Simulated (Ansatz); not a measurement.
```yaml
crystal:
  periodic: [false, false, false]
  atoms:
    - {symbol: C, position_ang: [0.555823, -0.886245, 0.994623]}
    - {symbol: O, position_ang: [0.568045, -0.345795, -0.340147]}
    - {symbol: Ga, position_ang: [-0.654204, 1.173326, -0.850038]}
    - {symbol: F, position_ang: [-1.003544, 0.467791, -2.418949]}
    - {symbol: F, position_ang: [0.342950, 2.598944, -0.764802]}
    - {symbol: F, position_ang: [-1.858534, 0.981285, 0.408427]}
    - {symbol: H, position_ang: [-0.130210, -0.980051, 1.239198]}
    - {symbol: H, position_ang: [-0.430210, -1.280051, 1.239198]}
    - {symbol: H, position_ang: [0.795964, -0.062936, 1.662536]}
    - {symbol: H, position_ang: [0.444887, -1.040361, -0.998508]}
basis:
  gaussian: {orbitals: def2-SVP, fitting: {mean_field: def2-universal-jkfit}}
hamiltonian: {xc: {name: wB97X}}
output: {forces: true}
```

```sh
$ ansatz run in.yaml --threads 4 --pin off --events-out ev --progress --plain --max-ram 11315MiB
```

Output, abridged:

```
Functional definition: wB97X
  name "wB97X"
  cite "Chai & Head-Gordon, J. Chem. Phys. 128, 084106 (2008) doi:10.1063/1.2834918"
  cite "Becke, J. Chem. Phys. 107, 8554 (1997) doi:10.1063/1.475007"
  parameter omega = 0.3/bohr
  parameter cx = 0.157706
  parameter cx1 = 0.726479
  parameter cx2 = 1.04760
  parameter cx3 = -5.70635
  parameter cx4 = 13.2794
  parameter css1 = -4.33879
  parameter css2 = 18.2308
  parameter css3 = -31.7430
  parameter css4 = 17.2901
  parameter cos1 = 2.37031
  parameter cos2 = -11.3995
  parameter cos3 = 6.58405
  parameter cos4 = -3.78132
  # The coefficients of nought are those of the uniform gas.
  exchange = spin_sum(e_x_unif_sr(omega)*poly(b97_u_x, 1 - cx, cx1, cx2, cx3, cx4)) + cx*exact_x_sr(omega)
      + exact_x_lr(omega)
  correlation = spin_sum(e_c_pw_same_spin*poly(b97_u_same, 1, css1, css2, css3, css4))
      + integral(e_c_pw_opposite_spin*poly(b97_u_opposite, 1, cos1, cos2, cos3, cos4))
721 factors; integrals over basis functions are off by at most 2.1e-1 eV
721 factors; integrals over basis functions are off by at most 3.3e-7 eV
mean field evaluation 1: about -63640.4347 eV, gradient 6.4e1 eV
mean field evaluation 2: about -63640.3923 eV, gradient 7.2e1 eV
mean field evaluation 4: about -63647.5876 eV, gradient 1.9e0 eV
mean field evaluation 8: about -63647.5977 eV, gradient 4.4e-2 eV
mean field evaluation 16: about -63647.5977 eV, gradient 6.7e-5 eV
mean field -63647.59771932 eV, -2339.0060742938 hartree, gradient 6.7e-5 eV, S^2 0.000000; 0 other end points of the search recorded, 0 dependent functions left out
the calculation of the forces begins
reference -63647.59768392 eV, -2339.0060729930 hartree; 38, 38 occupied and 84, 84 virtual orbitals, 721 factors
Total energy: -63647.59768392 eV, -2339.0060729930 hartree
Atom 0 at     0.555823    -0.886245     0.994623 Å, force    38.977347     4.285271   -13.716360 eV/Å
Atom 1 at     0.568045    -0.345795    -0.340147 Å, force    -1.307331    -0.381920     0.939433 eV/Å
Atom 2 at    -0.654204     1.173326    -0.850038 Å, force     0.257887     0.215487    -0.377861 eV/Å
Atom 3 at    -1.003544     0.467791    -2.418949 Å, force    -0.050638    -0.013840     0.087495 eV/Å
Atom 4 at     0.342950     2.598944    -0.764802 Å, force    -0.049380     0.021719     0.028486 eV/Å
Atom 5 at    -1.858534     0.981285     0.408427 Å, force    -0.002832    -0.270298     0.221547 eV/Å
Atom 6 at    -0.130210    -0.980051     1.239198 Å, force    -7.479534    30.415850    13.402336 eV/Å
Atom 7 at    -0.430210    -1.280051     1.239198 Å, force   -31.072123   -33.653058    -0.622227 eV/Å
Atom 8 at     0.795964    -0.062936     1.662536 Å, force     0.235352    -0.441164     0.209886 eV/Å
Atom 9 at     0.444887    -1.040361    -0.998508 Å, force     0.491253    -0.178047    -0.172736 eV/Å
Dipole moment:    -0.088670    -0.760149     0.436702 e Å
```

(1) Something in this input is off. What?

Answers

(1) One atom was put on top of another. The calculation finished and met its thresholds. The result belongs to that input, not to the molecule as meant.
